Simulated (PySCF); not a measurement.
GeCl₂, SMILES [Cl][Ge][Cl] (connectivity only; charge and spin as stated), neutral, multiplicity 1.

Geometry optimised at PBE0-D3(BJ)/def2-TZVP. The isomer is the one that the SMILES or the coordinates give; other isomers of the formula were not compared.

The numbers are results of PySCF with TDA-B3LYP/def2-SVPD, not measurements.

Vertical excitations.  State labels are in the subgroup C2v.

Give excitation energies, oscillator strengths and character. (The exact figures need the calculation; the answer reports its results.)


```
state  symmetry  energy (eV)  λ (nm)      f                            main pairs
-----  --------  -----------  ------  -----  ------------------------------------
S1           B1         3.98     312  0.026                        HOMO→LUMO 96 %
S2           A2         4.25     292  0.000                     HOMO−1→LUMO 100 %
S3           B2         5.12     242  0.035                      HOMO−2→LUMO 90 %
S4           B1         5.53     224  0.014                      HOMO−4→LUMO 97 %
S5           A1         5.85     212  0.002                      HOMO−3→LUMO 84 %
S6           A2         6.40     194  0.000                      HOMO−5→LUMO 99 %
S7           A1         6.68     186  0.193  HOMO→LUMO+1 75 %, HOMO−1→LUMO+2 12 %
S8           B2         6.78     183  0.075  HOMO→LUMO+2 54 %, HOMO−1→LUMO+1 41 %
S9           A1         7.09     175  0.072                    HOMO−1→LUMO+2 85 %
S10          A2         7.30     170  0.000                    HOMO−2→LUMO+1 99 %
T1           B1         2.83     438      0                        HOMO→LUMO 98 %
T2           A2         4.12     301      0                     HOMO−1→LUMO 100 %
T3           B2         4.37     284      0                      HOMO−2→LUMO 99 %
T4           A1         4.90     253      0                      HOMO−3→LUMO 99 %
```
Triplets are in the Tamm–Dancoff approximation.
